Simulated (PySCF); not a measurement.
# Polarisability and C₆ of Ti (titanium, neutral)

[Ar] 3d3 4s1, high-spin 5F determinant (an excited configuration). Calculation: PySCF 2.14, in aug-cc-pwCVTZ-DK (10s9p7d4f3g, 127 functions); scalar relativity by spin-free X2C-1e. Coupled (time-dependent) response in atomic units; α is the mean over directions.

| method | mean α (bohr³) | C₆ (like pair) | S(−4) |
| --- | --- | --- | --- |
| UHF | 153.7 | 1701 | 19290 |
| PBE | 112.5 | 1065 | 15640 |

S(−4) is the Cauchy moment in α(ω) = α(0) + S(−4) ω² + …

α(iu) at PBE:

| u (hartree) | α(iu) (bohr³) |
| --- | --- |
| 0 | 112.5 |
| 0.0500 | 87.97 |
| 0.100 | 59.53 |
| 0.200 | 30.44 |
| 0.300 | 18.83 |
| 0.500 | 9.851 |
| 0.750 | 5.854 |
| 1.00 | 4.050 |
| 1.50 | 2.375 |
| 2.00 | 1.588 |
| 3.00 | 0.8632 |
| 5.00 | 0.3772 |

A single London oscillator, α(iu) = α/(1 + u²/ω²), gives C₆ = (3/4) ω α². Matching the computed C₆ needs ω = 4 × 1065 / (3 × 112.5²) = 0.112 hartree.
